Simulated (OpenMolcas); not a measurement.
# 4f12 along the 66-electron sequence

| Quantity | Value |
| --- | --- |
| Program | OpenMolcas |
| Method | CASSCF |
| Basis | ANO-RCC-VQZP |
| Scalar Hamiltonian | DKH2, point nucleus |
| Spin-orbit coupling | state interaction with AMFI integrals over the reference wave functions, term energies averaged over their components |

Active space for each ion: 12 electrons in 7 orbitals (4f).

Computed levels in cm-1 above 3H6:

| Level | Er2+ | Tm3+ | Yb4+ |
| --- | --- | --- | --- |
| 3F4 | 6271 | 6813 | 7292 |
| 3H5 | 7072 | 8329 | 9715 |
| 3H4 | 11554 | 13329 | 15226 |
| 3F3 | 14444 | 16342 | 18317 |
| 3F2 | 15792 | 17705 | 19610 |
| 1G4 | 19102 | 21984 | 25082 |
| 1D2 | 31237 | 34482 | 37652 |
| 1I6 | 37557 | 41459 | 45254 |
| 3P1 | 41475 | 45724 | 49856 |
| weight of 3H in the lowest level (%) | 99 | 99 | 99 |

Mixed levels, with the weight of the term that names them: Er2+ 3F4 (51 %), Er2+ 3H4 (60 %), Er2+ 1G4 (60 %), Er2+ 1D2 (65 %), Tm3+ 3F4 (53 %), Tm3+ 3H4 (59 %), Tm3+ 1G4 (58 %), Tm3+ 1D2 (60 %), Yb4+ 3F4 (55 %), Yb4+ 3H4 (57 %), Yb4+ 1G4 (56 %), Yb4+ 1D2 (55 %).

Measured, with the error of the calculation in %. Measured levels: Er2+ from Martin, Zalubas and Hagan, Atomic Energy Levels: The Rare-Earth Elements, NSRDS-NBS 60 (1978); the list in Deprince et al., Eur. Phys. J. D 78, 105 (2024); Tm3+, Yb4+ from the list in Tchang-Brillet, Wyart, Meftah and Ait Mammar, Atoms 6, 52 (2018).

```csv
Level,Er2+,Tm3+,Yb4+
3H5,6970 (+1.5),8217 (+1.4),9580 (+1.4)
3H4,10785 (+7.1),12547 (+6.2),14405 (+5.7)
3F3,12473 (+15.8),14410 (+13.4),16372 (+11.9)
3F2,13220 (+19.5),15090 (+17.3),16877 (+16.2)
1G4,18384 (+3.9),21174 (+3.8),24193 (+3.7)
1I6,,35329 (+17.3),39038 (+15.9)
```

The fine-structure level 3H4 changes by a factor of 1.32 from Er2+ to Yb4+. Its fourth root runs 10.37, 10.74, 11.11, with steps per unit of Z of 0.38, 0.36; equal steps would mean a (Z - σ)^4 law with constant σ.

3F4 changes by a factor of 1.16 over the same range, with steps per unit of Z of +542, +479 cm-1.

Some high roots are left out of the spin-orbit mixing, which shifts the levels that they would mix with. Without dynamic correlation excited terms often stand tens of per cent too high (terms of higher spin than the ground term too low), and those without a measured partner can miss by more than the paired ones. Computed and measured levels are paired by configuration, term and J; levels that our copy of the source lacks, or whose pairing is in doubt (as where it misses far off the trend of its configuration), stay unpaired and out of the deviations. Levels of configurations outside the active space are missing.
